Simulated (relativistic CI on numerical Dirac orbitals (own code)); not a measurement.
**Crystal-field levels of Tc4+, 4d3**

Calculated by Dirac-Coulomb-Breit CI, KLI orbitals optimised for each configuration, model QED (radiative potential, 1s self-energy scaled to tabulated hydrogen-like ionisation energies), one configuration in a parametric crystal field, unscaled Slater integrals (own radial code). With so little scaling, terms lie 10 to 35 % too far apart, which can change the order of excited levels.

Field parameters in Wybourne normalisation: Oh B⁴₀ = 21Dq, B⁴₄ = √(5/14) B⁴₀. The field is a parameter set, without covalency.

S is read from ⟨S²⟩ = S(S + 1).

Site symmetry Oh; labels are those of the double group. Computed levels in cm⁻¹ above the lowest, in rising order:

```csv
Δ (size of 10Dq),Lowest,No. 2,No. 3,No. 4,No. 5,No. 6,No. 7,No. 8
7250,Γ8,7041 Γ7,7123 Γ8,7500 Γ8,7751 Γ6,11808 Γ7,12120 Γ8,12922 Γ8
13050,Γ8,12744 Γ7,12762 Γ8,13133 Γ8,13387 Γ6,17438 Γ8,17907 Γ8,18530 Γ6
18850,Γ8,16863 Γ8,18033 Γ8,18182 Γ6,18497 Γ7,18830 Γ8,19760 Γ6,19874 Γ8
24650,Γ8,17584 Γ8,18365 Γ8,18729 Γ6,24242 Γ7,24429 Γ8,25110 Γ8,25111 Γ6
30450,Γ8,17824 Γ8,18517 Γ8,18847 Γ6,27806 Γ8,28221 Γ7,30188 Γ7,30523 Γ8
36250,Γ8,17980 Γ8,18618 Γ8,18915 Γ6,28484 Γ8,28837 Γ7,35903 Γ7,36193 Γ8
42050,Γ8,18098 Γ8,18691 Γ8,18963 Γ6,28944 Γ8,29255 Γ7,41684 Γ7,41958 Γ8
```

Ground-state S against |10Dq| in cm⁻¹: 7250: 1.50, 13050: 1.50, 18850: 1.50, 24650: 1.50, 30450: 1.50, 36250: 1.50, 42050: 1.50.

No abrupt spin change occurs in this range.
